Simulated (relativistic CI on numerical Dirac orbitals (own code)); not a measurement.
**Fe4+: 3d valence photoemission**

Computed with this model: Dirac-Coulomb-Breit CI, KLI orbitals optimised for each configuration, model QED (radiative potential, 1s self-energy scaled to tabulated hydrogen-like ionisation energies), valence Slater integrals scaled by 0.8, multiplet model of photoemission in the sudden approximation; configurations [Ar] 3d4 → [Ar] 3d3; 300 K; Lorentzian 0.42 eV and Gaussian 0.5 eV FWHM. Energies are those of the free ion, without screening or charge transfer. The energies are binding energies and can lie tens of eV above those of solids. S is read from ⟨S²⟩ = S(S + 1).

Field parameters in Wybourne normalisation: D3d B²₀ = −7Dσ, B⁴₀ = −14Dq − 21Dτ, B⁴₃ = −14√(10/7) Dq. The field is a parameter set, without covalency.

free ion: ground-state S = 2.00, centroid 74.58 eV. Peaks (eV, height): 73.9 (100), 76.2 (43).

D3d, 10Dq = 22650, Dσ = -1200, Dτ = -390 cm⁻¹: ground-state S = 1.97, centroid 74.94 eV. Peaks (eV, height): 72.3 (81), 74.8 (100), 76.3 (89), 78.2 (21).

D3d, 10Dq = 22650, Dσ = -720, Dτ = -390 cm⁻¹: ground-state S = 1.98, centroid 74.94 eV. Peaks (eV, height): 72.3 (75), 74.9 (100), 76.3 (81), 78.3 (20).

D3d, 10Dq = 22650, Dσ = -240, Dτ = -390 cm⁻¹: ground-state S = 1.98, centroid 74.95 eV. Peaks (eV, height): 72.3 (70), 74.9 (100), 76.3 (75), 78.5 (21).

D3d, 10Dq = 22650, Dσ = 720, Dτ = -390 cm⁻¹: ground-state S = 1.98, centroid 74.96 eV. Peaks (eV, height): 72.3 (66), 75.0 (100), 76.2 (67), 78.5 (18).

Strongest unbroadened transitions for D3d, 10Dq = 22650, Dσ = 720, Dτ = -390 cm⁻¹:

| Energy (eV) | Relative strength |
| --- | --- |
| 72.32 | 58.5 |
| 72.33 | 82.2 |
| 72.34 | 75.8 |
| 72.35 | 100.0 |
| 74.90 | 38.8 |
| 74.91 | 44.5 |
| 74.92 | 29.3 |
| 74.94 | 36.9 |
| 74.95 | 57.1 |
| 74.96 | 55.0 |
| 74.98 | 29.6 |
| 74.99 | 41.6 |
| 75.00 | 25.8 |
| 76.14 | 27.8 |
| 76.15 | 52.4 |
| 76.18 | 33.5 |
| 76.61 | 29.4 |
| 76.62 | 53.2 |
